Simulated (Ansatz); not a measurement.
AlCl, SMILES `[Al][Cl]` (lower singlet) (charge 0, multiplicity 1). This singlet lies 2.96 eV below the relaxed triplet at the level composite: frozen-core CCSD(T) with HF/cc-pV5Z and the correlation energy extrapolated as X^-3 from cc-pVQZ and cc-pV5Z, plus CCSDT(Q) minus CCSD(T) in cc-pVTZ // B3LYP-D3(BJ)/def2-TZVP (Ansatz, a program for electronic structure).

All values below come from frozen-core CCSD(T)/cc-pV5Z // B3LYP-D3(BJ)/def2-TZVP (Ansatz).

Ansatz 0.2 input:
```yaml
crystal:
  periodic: [false, false, false]
  atoms:
    - { symbol: Al, position_ang: [1.080099, -0.000005, -0.000004] }
    - { symbol: Cl, position_ang: [-1.080099, 0.000005, 0.000004] }
basis:
  gaussian: { orbitals: cc-pV5Z }
correlation:
  method: ccsd_t
```

Output:

```
Functional definition: HF
1245 factors; integrals over basis functions are off by at most 8.5e-4 eV
mean field evaluation 1: about -19088.5191 eV, gradient 1.4e1 eV
mean field evaluation 2: about -19088.5200 eV, gradient 1.4e1 eV
mean field evaluation 4: about -19089.2596 eV, gradient 1.3e0 eV
mean field evaluation 8: about -19089.2708 eV, gradient 7.8e-5 eV
mean field evaluation 16: about -19089.2588 eV, gradient 1.3e0 eV
mean field -19089.27076530 eV, -701.5177614522 hartree, gradient 1.7e-6 eV, S^2 0.000000; 0 other end points of the search recorded, 0 dependent functions left out
10 core orbitals not correlated
reference -19089.27076530 eV, -701.5177614522 hartree; 5, 5 occupied and 175, 175 virtual orbitals, 1245 factors
second order -7.47596239 eV of doubles, -0.00000000 eV of singles
cycle   1  -7.79898283 eV  change   -3.2e-1 eV  update   6.7e-2
cycle   2  -8.02737252 eV  change   -2.3e-1 eV  update   2.7e-2
cycle   3  -8.06245522 eV  change   -3.5e-2 eV  update   1.2e-2
cycle   4  -8.05321229 eV  change    9.2e-3 eV  update   3.0e-3
cycle   5  -8.05310028 eV  change    1.1e-4 eV  update   9.1e-4
cycle   6  -8.05340978 eV  change   -3.1e-4 eV  update   2.6e-4
cycle   7  -8.05332538 eV  change    8.4e-5 eV  update   8.2e-5
cycle   8  -8.05331689 eV  change    8.5e-6 eV  update   2.3e-5
cycle   9  -8.05332682 eV  change   -9.9e-6 eV  update   6.8e-6
perturbative correction -0.37942130 eV, -0.0139434758 hartree
Total energy: -19097.70351342 eV, -701.8276592298 hartree
```
